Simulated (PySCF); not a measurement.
`COC1=CCC[S@@]1=O`: 4 charge schemes on one density

C₅H₈O₂S.
Numbering: `[CH3:1][O:2][C:3]1=[CH:4][CH2:5][CH2:6][S@@:7]1=[O:8]` (hydrogens: H9, H10, H11 on C1; H12 on C4; H13, H14 on C5; H15, H16 on C6)

Structure used (GFN2-xTB), in Å, numbered top down from 1:
```xyz
16
C5H8O2S angstrom
C      2.6198    0.5617   -0.3888
O      1.5365    0.1255   -1.1877
C      0.3648   -0.0941   -0.5675
C     -0.7858   -0.3603   -1.1723
C     -1.9490   -0.6786   -0.2867
C     -1.5920   -0.1990    1.1142
S      0.2534   -0.1744    1.2719
O      0.5999    1.1521    1.7967
H      3.4538    0.6982   -1.0746
H      2.8812   -0.1878    0.3650
H      2.3916    1.5042    0.1137
H     -0.8977   -0.3800   -2.2436
H     -2.1248   -1.7589   -0.2884
H     -2.8615   -0.1997   -0.6491
H     -1.9984   -0.8314    1.9000
H     -1.8994    0.8314    1.2860
```

Density: PBE0/pcSseg-1 (PySCF); schemes: Mulliken, IAO, Hirshfeld and ESP-fitted. Isolated species at its GFN2-xTB geometry (one conformer only).

Question: Atoms with like bonding are taken together and averaged. For which atoms does the sign change between the 4 schemes (beyond +0.03 e in one, beyond −0.03 e in another)?

Answer: For none.

Question: At which atom do the 4 schemes differ most?

Answer: At S7: from +0.211 (ESP-fitted) to +1.050 e (IAO), 0.839 e apart.

Question: Tabulate the Mulliken, IAO, Hirshfeld and ESP-fitted charges.

Answer: In e; atoms taken as equivalent share a row and are averaged (×n: the atom named and its like, n in all):

```json
{"atom": "C1", "environment": "methoxy carbon", "Mulliken": "-0.054", "IAO": "-0.216", "Hirshfeld": "-0.039", "ESP-fitted": "-0.011"}
{"atom": "O2", "environment": "ether oxygen", "Mulliken": "-0.457", "IAO": "-0.315", "Hirshfeld": "-0.108", "ESP-fitted": "-0.310"}
{"atom": "C3", "environment": "vinylic carbon bearing oxygen", "Mulliken": "+0.032", "IAO": "+0.017", "Hirshfeld": "+0.036", "ESP-fitted": "+0.188"}
{"atom": "C4", "environment": "alkene CH carbon", "Mulliken": "-0.146", "IAO": "-0.218", "Hirshfeld": "-0.082", "ESP-fitted": "-0.182"}
{"atom": "C5", "environment": "allylic carbon", "Mulliken": "-0.177", "IAO": "-0.263", "Hirshfeld": "-0.070", "ESP-fitted": "-0.218"}
{"atom": "C6", "environment": "sp3 carbon bound to sulfur", "Mulliken": "-0.338", "IAO": "-0.404", "Hirshfeld": "-0.075", "ESP-fitted": "-0.067"}
{"atom": "S7", "environment": "sulfinyl sulfur", "Mulliken": "+0.649", "IAO": "+1.050", "Hirshfeld": "+0.320", "ESP-fitted": "+0.211"}
{"atom": "O8", "environment": "sulfinyl oxygen", "Mulliken": "-0.624", "IAO": "-0.908", "Hirshfeld": "-0.364", "ESP-fitted": "-0.447"}
{"atom": "H9/H10/H11", "environment": "methyl hydrogen", "Mulliken": "+0.132", "IAO": "+0.154", "Hirshfeld": "+0.046", "ESP-fitted": "+0.090"}
{"atom": "H12", "environment": "vinylic hydrogen", "Mulliken": "+0.106", "IAO": "+0.164", "Hirshfeld": "+0.053", "ESP-fitted": "+0.139"}
{"atom": "H13", "environment": "methylene hydrogen", "Mulliken": "+0.145", "IAO": "+0.147", "Hirshfeld": "+0.042", "ESP-fitted": "+0.101"}
{"atom": "H14", "environment": "methylene hydrogen", "Mulliken": "+0.143", "IAO": "+0.152", "Hirshfeld": "+0.049", "ESP-fitted": "+0.110"}
{"atom": "H15", "environment": "methylene hydrogen", "Mulliken": "+0.154", "IAO": "+0.160", "Hirshfeld": "+0.049", "ESP-fitted": "+0.094"}
{"atom": "H16", "environment": "methylene hydrogen", "Mulliken": "+0.174", "IAO": "+0.170", "Hirshfeld": "+0.052", "ESP-fitted": "+0.122"}
```

Mean size of the charges over all atoms: IAO 0.290 e, Mulliken 0.225 e, ESP-fitted 0.154 e, Hirshfeld 0.092 e. Each set sums to the total charge, 0, to within 0.001 e. The Mulliken scheme gives each basis function's population to the atom it is centred on and halves the overlap population of two atoms between them. The ESP scheme is a least-squares fit of atom-centred charges to the potential on four shells outside the van der Waals surface, with the total charge fixed.

Some averages cover members that differ in this geometry: H9/H10/H11, ESP-fitted +0.074 to +0.103; H9/H10/H11, IAO +0.137 to +0.164; H9/H10/H11, Mulliken +0.120 to +0.145 e.

Question: How closely do the schemes follow one another over all atoms?

Answer: Correlation coefficient and root-mean-square difference: IAO with Hirshfeld 0.98, 0.270 e; Mulliken with IAO 0.97, 0.139 e; Mulliken with Hirshfeld 0.95, 0.168 e; Mulliken with ESP-fitted 0.89, 0.151 e; Hirshfeld with ESP-fitted 0.87, 0.095 e; IAO with ESP-fitted 0.83, 0.265 e.

Question: Sum the charges by element, for elements with more than one atom.

Answer: 
```json
{"element": "C", "atoms": "5", "Mulliken": "-0.684", "IAO": "-1.084", "Hirshfeld": "-0.231", "ESP-fitted": "-0.291"}
{"element": "O", "atoms": "2", "Mulliken": "-1.082", "IAO": "-1.222", "Hirshfeld": "-0.473", "ESP-fitted": "-0.757"}
{"element": "H", "atoms": "8", "Mulliken": "+1.116", "IAO": "+1.256", "Hirshfeld": "+0.383", "ESP-fitted": "+0.836"}
```

The run behind these numbers computed NMR shieldings as well. The run took 23 s on Arm Neoverse V2, one thread, no GPU, on a shared host.
